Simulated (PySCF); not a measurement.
Vertical excitations of a molecule C4H8OSi from TDA-PBE/def2-SVPD (PySCF), as energy in eV (oscillator strength): 3.96 (0.011), 4.47 (0.013), 5.10 (0.022), 5.62 (0.008), 5.69 (0.013), 6.03 (0.001), 6.18 (0.004), 6.31 (0.000), 6.43 (0.009), 6.46 (0.014). Lowest triplet (TDA): 3.36 eV. The structure is a stationary point at B3LYP-D3(BJ)/def2-SVP. One conformer was computed; it need not be the lowest.

Task: Pick the molecule that these values belong to.
A. C=C1OC[Si@@H]1C
B. C[C@H]1OC=C1[SiH3]
C. C=C([SiH3])CC=O
D. C=CCC(=O)[SiH3]

Result: C, C=C([SiH3])CC=O
